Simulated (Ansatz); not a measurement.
Consider the ligand exchange at the Al–O bond: `C[O][Al]([OH])[OH]` + `CNC` → `C[N](C)[Al]([OH])[OH]` + CH₃OH.

Isolated molecules relaxed with PBE0-D4/def2-TZVP in Ansatz; ΔE leaves out vibrations. CCSD(T)/CBS is the MP2 limit (def2-TZVPP, def2-QZVPP) plus CCSD(T) − MP2 in def2-TZVPP, frozen cores. This one scheme is used for every species. Functionals use def2-TZVPP. B3LYP here is the variant with VWN-RPA as its local correlation; programs differ in this. One conformer a species, not always the lowest.

```
        level  ΔE (kJ/mol)
      BLYP-D4         49.5
     B3LYP-D4         50.8
   r2SCAN0-D4         51.0
HF/def2-QZVPP         64.5
```

Task: What does CCSD(T)/CBS give? (Best estimate.)

Result: Ansatz gave: +48.5 kJ/mol. The listed levels differ from it by 1.0, 2.3, 2.5, 16.0 kJ/mol.

Largest T1 diagnostic among the species: 0.012.

In def2-TZVPP, CCSD(T) changes the Hartree–Fock value by −15.0 kJ/mol (the triples alone add −2.4 kJ/mol) and MP2 by −15.3 kJ/mol. The D4 term adds −5.5 kJ/mol with B3LYP and −3.2 kJ/mol with PBE0; it sums over pairs of atoms, weighted by their polarisabilities, and B3LYP, whose exchange is more repulsive, gets the larger term.
